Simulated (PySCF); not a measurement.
Molecule: `InChI=1S/C3H10BN/c1-3-5-4-2/h4-5H,3H2,1-2H3`.

Cartesian coordinates in Å; atom numbers follow the order of the lines, from 1:
```xyz
15

C    -2.5651    0.3719    0.1525
B    -1.2239   -0.3914    0.5157
N    -0.0579   -0.1018   -0.1627
C     1.2558   -0.6702    0.0369
C     2.2645    0.3833    0.4931
H    -2.9590    0.9000    1.0196
H    -2.4471    1.0993   -0.6488
H    -3.3407   -0.3282   -0.1536
H    -1.1971   -1.2124    1.3552
H    -0.0522    0.6084   -0.8824
H     1.6078   -1.1280   -0.8973
H     1.1734   -1.4543    0.7917
H     2.3633    1.1668   -0.2562
H     3.2393   -0.0713    0.6498
H     1.9343    0.8359    1.4250
```

Frames of a GFN2-xTB Langevin trajectory at 600 K; GIAO PBE0/pcSseg-1 shieldings in PySCF 2.14, gas phase, non-relativistic; equivalent atoms averaged within each frame.

Referencing at the same level of theory: 13C (σ = 186.93 ppm), 1H (σ = 31.72 ppm) against TMS; BF3·OEt2 for 11B (σ = 100.07 ppm); 15N (σ = 267.73 ppm) vs NH3. The references are static minima.

Q: How do the shifts (ppm) fluctuate along the trajectory?

A: 
| time (fs) | C4 | C5 | C1 | B2 | N3 | H9 | H10 | H11/H12 | H13/H14/H15 | H6/H7/H8 |
| --- | --- | --- | --- | --- | --- | --- | --- | --- | --- | --- |
| 250 | 43.7 | 30.6 | -2.4 | 42.5 | 182.3 | 5.40 | 4.79 | 2.93 | 2.32 | 0.37 |
| 425 | 51.6 | 32.6 | 1.5 | 42.8 | 168.5 | 5.25 | 3.75 | 3.62 | 2.48 | 0.84 |
| 625 | 54.5 | 24.8 | 11.6 | 37.5 | 145.3 | 5.83 | 3.95 | 3.32 | 2.10 | 1.08 |
| 800 | 48.4 | 38.1 | 6.6 | 45.9 | 149.6 | 6.62 | 4.39 | 3.32 | 1.85 | 0.45 |
| 1000 | 38.0 | 12.1 | 5.0 | 40.4 | 149.0 | 4.33 | 3.33 | 3.42 | 1.44 | 1.44 |
| mean of frames | 47.3 | 27.6 | 4.4 | 41.8 | 159.0 | 5.48 | 4.04 | 3.32 | 2.04 | 0.84 |
| standard deviation | 6.5 | 9.9 | 5.3 | 3.1 | 15.9 | 0.84 | 0.57 | 0.25 | 0.41 | 0.44 |

5 frames give an uncertainty of the mean of about the standard deviation over 2.2 at best, since frames this close in time may not be independent; classical motion lacks zero-point vibration, and the reference would need the same averaging.
